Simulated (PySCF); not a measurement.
# Potential energy of GeCl⁺ along the bond

Set-up: basis Ge def2-SVP, Cl def2-SVP; no relativity; PySCF 2.14. Energies in eV from Ge⁺ + Cl in their ground configurations at the same level. State: ¹Σ⁺ (singlet), closed shell.

```csv
R (Å),B97-3,r²SCAN
1.790,-3.075,-3.376
1.874,-3.900,-4.166
1.957,-4.359,-4.596
2.019,-4.527,-4.747
2.082,-4.583,-4.788
2.144,-4.551,-4.746
2.228,-4.409,-4.592
2.332,-4.121,-4.296
2.457,-3.680,-3.851
2.623,-3.024,-3.201
```

Question: Put a parabola through the three lowest points of the B97-3 curve and estimate Re, k and ωe (reduced mass 23.74 u; 1 eV/Å² = 0.16022 mdyn/Å; ωe = 1302.8·√(k/μ) cm⁻¹).

Answer: Through R = 2.019, 2.082, 2.144 Å the second-order coefficient is 11.2 eV/Å², so Re ≈ 2.090 Å, k ≈ 3.60 mdyn/Å and ωe ≈ 507 cm⁻¹. A polynomial fit of higher order to the unrounded B97-3 energies gives Re = 2.088 Å, k = 3.46 mdyn/Å, ωe = 497 cm⁻¹; anharmonicity and rounding make the difference.

The higher-order fit for each curve: B97-3: Re = 2.088 Å, ωe = 497 cm⁻¹, De = 4.58 eV; r²SCAN: Re = 2.079 Å, ωe = 499 cm⁻¹, De = 4.79 eV.

For an ion De counts to the pair picked by the measured ionisation energies or electron affinities, which need not be the lowest pair at this level.
